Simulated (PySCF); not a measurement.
BH3N, SMILES B=[NH2+], charge +1. Geometry: PBE-D3(BJ)/def2-TZVP. The isomer is the one that the SMILES or the coordinates give; other isomers of the formula were not compared.

All values below come from PBE-D3(BJ)/def2-TZVP (PySCF).

Harmonic wavenumbers (cm⁻¹): 553, 642, 719, 896, 1413, 1568, 2817, 3373, 3434. Rotational constants (GHz): 340.4, 29.79, 27.39; symmetry number 2.

Problem. Work out the zero-point energy and the ideal-gas rigid-rotor harmonic-oscillator thermochemistry at 298.15 K and 1 atm.

Solution. ZPE = ½ Σ hcν = ½ × 15416 cm⁻¹ = 92.21 kJ/mol. H − E(el) = 103.42 kJ/mol. Entropy in J/(mol K): translation 150.23, rotation 68.29, vibration 5.74, total 224.26. G − E(el) = 36.56 kJ/mol. Cp = 48.05 J/(mol K).
